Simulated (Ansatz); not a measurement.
`O=C[SiH](O)CF`. The species carries charge 0 and has multiplicity 1. All single points use the PBE0-D4/def2-TZVP geometry. It is one conformer, not always the lowest.

```xyz
11

O     1.339   -1.872   -0.990
C     0.216   -1.531   -0.691
Si    0.052   -0.137    0.624
O     1.600    0.216    1.023
C    -0.803    1.366   -0.139
F    -2.102    0.998   -0.487
H    -0.651   -2.020   -1.185
H    -0.741   -0.612    1.786
H     2.236   -0.325    0.540
H    -0.856    2.206    0.560
H    -0.288    1.713   -1.041
```

Task: What is the dipole moment at PBE/def2-TZVPP? (Best estimate.)

Result: Computed: 0.57 D, with components (-0.27, 0.50, -0.01) D in this frame, pointing from negative to positive charge.

Task: And with r2SCAN, B3LYP, ωB97M-V? (Estimate.)

Result: The calculation gave: r2SCAN 0.60 D, B3LYP 0.61 D, ωB97M-V 0.60 D.

Task: Give the Mulliken charges with PBE, ωB97M-V, B3LYP in def2-TZVPP. (Estimate.)

Result: The calculation gave: 
```tsv
atom	PBE	ωB97M-V	B3LYP
O1	-0.23	-0.28	-0.27
C2	0.06	0.04	0.05
Si3	0.41	0.47	0.52
O4	-0.37	-0.40	-0.41
C5	-0.04	-0.08	-0.03
F6	-0.21	-0.24	-0.26
H7	0.06	0.09	0.08
H8	-0.08	-0.03	-0.08
H9	0.20	0.20	0.21
H10	0.10	0.12	0.10
H11	0.09	0.11	0.10
```

B3LYP here is the variant with VWN-RPA as its local correlation; programs differ in this.
